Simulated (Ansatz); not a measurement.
`C[O][GaH2]` and `[Li][O]C` differ in one atom or group.

Ansatz, PBE0-D4/def2-TZVP geometries, multiplicity 1. 

Scalar relativity is left out up to krypton.

```
                                                                                  property  `C[O][GaH2]`
                                                      HOMO–LUMO gap (PBE0/def2-TZVPP) / eV          6.64
                                                         HOMO energy (PBE/def2-TZVPP) / eV         -6.43
                                            size of the dipole moment (PBE/def2-TZVPP) / D          0.96
                                                     HOMO energy (ωB97M-V/def2-TZVPP) / eV        -10.25
ideal-gas entropy at 298 K and 1 bar (rigid rotor, harmonic PBE0-D4/def2-TZVP) / J/(mol·K)           304
                                          size of the dipole moment (B3LYP/def2-TZVPP) / D          1.08
```

(1) What does the change do to each property? (An estimate is asked.)

Answers

(1) The calculation gave: 
```tsv
property	`[Li][O]C`	shift
HOMO–LUMO gap (PBE0/def2-TZVPP) / eV	4.70	-1.94
HOMO energy (PBE/def2-TZVPP) / eV	-4.25	2.18
size of the dipole moment (PBE/def2-TZVPP) / D	4.99	4.03
HOMO energy (ωB97M-V/def2-TZVPP) / eV	-8.07	2.18
ideal-gas entropy at 298 K and 1 bar (rigid rotor, harmonic PBE0-D4/def2-TZVP) / J/(mol·K)	252	-52
size of the dipole moment (B3LYP/def2-TZVPP) / D	5.08	4.00
```

With PBE0 the HOMO rises by 2.20 eV and the LUMO rises by 0.26 eV, so the gap narrows by about 1.94 eV. PBE moves the HOMO by 2.18 eV and ωB97M-V by 2.18 eV. The zero-point energy changes by -36.2 kJ/mol with -6 modes. Dipoles are sizes alone; their direction can turn.

B3LYP here is the variant with VWN-RPA as its local correlation; programs differ in this.
